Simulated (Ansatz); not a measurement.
# Relative stability

The two ends of one reaction step of BHBrOF, singlet (PBE0-D4/def2-TZVP).

A:

```csv
atom,x (Å),y (Å),z (Å)
B1,-0.8871,0.9823,0.6858
Br2,1.8165,-2.0045,-1.2286
O3,-0.3636,0.3838,-0.2230
H4,0.8785,-0.9805,-0.8773
F5,-1.4443,1.6190,1.6430
```

B:

```xyz
5
angstrom
B -0.0715 0.0911 0.3722
Br 1.2379 -1.3146 0.5522
O -0.5076 0.5168 -0.8211
H -0.1104 0.0603 -1.5665
F -0.5484 0.6465 1.4630
```

Ansatz 0.2.0; basis: def2-TZVPP; cores frozen in the correlated methods. Filled d shells of the heavier atoms are correlated. The def2 sets are not built for correlating such inner shells, so the correlated values are less sure here. B3LYP uses VWN-RPA correlation.

Task: Which structure is lower at CCSD(T), and by how much? (An estimate is asked for; the value comes from the calculation.)

Result: By the calculation: B, by 1.723 eV (electronic energy, against the other). By their contacts, A is a complex of BOF + HBr and B is BHBrOF ([OH][B]([F])[Br]).

All methods give the same order:

```
      method  E(B) − E(A) (eV)
       SPW92            -1.969
      PBE-D4            -1.698
     BLYP-D4            -1.470
   r2SCAN-D4            -1.827
      B97M-V            -1.718
     PBE0-D4            -1.861
    B3LYP-D4            -1.634
  r2SCAN0-D4            -1.932
    BHLYP-D4            -1.811
CAM-B3LYP-D4            -1.712
     wB97X-V            -1.813
     wB97M-V            -1.771
      B2PLYP            -1.620
    PBE-QIDH            -1.886
  RPA on PBE            -1.640
          HF            -1.774
         MP2            -1.700
        CCSD            -1.744
     CCSD(T)            -1.723
```

T1 diagnostic: at most 0.012.

Labels in which every atom is bracketed show which atoms are joined, not bond orders.

For scale, one of the runs: CCSD(T)/def2-TZVPP, 155 basis functions, launched by `ansatz run in.yaml --threads 2 --pin off --events-out ev --progress --plain --max-ram 4352MiB`. Hardware: 2 CPU threads of an Arm Neoverse V2, shared host. Wall time 43 s; peak host memory 1.2 GiB.
